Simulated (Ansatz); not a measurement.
`[NH2][Mg][O][SiH3]`, charge 0, multiplicity 1.

Question: Give a relaxed structure at PBE0-D4/def2-TZVP (Ansatz 0.2.0). (Estimate.)

Answer: Ansatz gave: 
```xyz
9

N    -1.642   -1.488   -2.042
Mg   -0.617   -0.560   -0.772
O     0.362    0.326    0.442
Si    1.236    1.120    1.537
H    -2.383   -1.104   -2.608
H    -1.553   -2.462   -2.285
H     1.703    0.212    2.627
H     2.448    1.742    0.925
H     0.447    2.215    2.176
```
Point group Cs.
This is one stationary point; other conformers may exist.
